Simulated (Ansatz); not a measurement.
```yaml
crystal:
  periodic: [false, false, false]
  atoms:
    - {symbol: C, position_ang: [-0.931700, 1.112888, -1.768389]}
    - {symbol: C, position_ang: [0.719598, -0.452730, -0.017795]}
    - {symbol: Ga, position_ang: [-0.388741, -0.804827, 3.581702]}
    - {symbol: H, position_ang: [-2.843169, 0.342403, -1.901466]}
    - {symbol: H, position_ang: [-0.163166, 1.187303, -3.687474]}
    - {symbol: H, position_ang: [-1.112971, 3.059640, -1.103285]}
    - {symbol: H, position_ang: [2.645898, 0.308206, 0.090681]}
    - {symbol: H, position_ang: [0.922281, -2.399117, -0.704842]}
    - {symbol: H, position_ang: [1.319209, -2.441450, 5.478556]}
basis:
  gaussian: {orbitals: def2-SVPD}
magnetization: {spin_polarized: true, initial_magnetization: 1}
hamiltonian: {xc: {name: LC-wPBE}}
```

```sh
$ ansatz run in.yaml --threads 4 --pin off --events-out ev --progress --plain --max-ram 10444MiB
```

It prints (some lines left out):

```
Functional definition: LC-wPBE
1137 factors; their error is unknown
533 factors; integrals over basis functions are off by at most 6.0e-5 eV
mean field evaluation 1: about -54499.6587 eV, gradient 1.6e1 eV
mean field evaluation 2: about -54497.0790 eV, gradient 3.0e1 eV
mean field evaluation 4: about -54502.1454 eV, gradient 3.2e0 eV
mean field evaluation 8: about -54502.9528 eV, gradient 1.9e0 eV
mean field evaluation 16: about -54504.7946 eV, gradient 1.6e-1 eV
mean field evaluation 64: about -54504.7570 eV, gradient 2.2e-2 eV
mean field evaluation 96: about -54504.7611 eV, gradient 9.1e-2 eV
mean field -54504.75713369 eV, -2003.0128800119 hartree, gradient 1.8e-5 eV, S^2 3.877004; 8 other end points of the search recorded, 0 dependent functions left out
reference -54504.75713371 eV, -2003.0128800126 hartree; 25, 24 occupied and 101, 102 virtual orbitals, 1137 factors
Total energy: -54504.75713371 eV, -2003.0128800126 hartree
```

Q: What is wrong with this run?

A: The coordinates are in bohr but typed as ångström. The calculation finished and met its thresholds. The result belongs to that input, not to the molecule as meant.
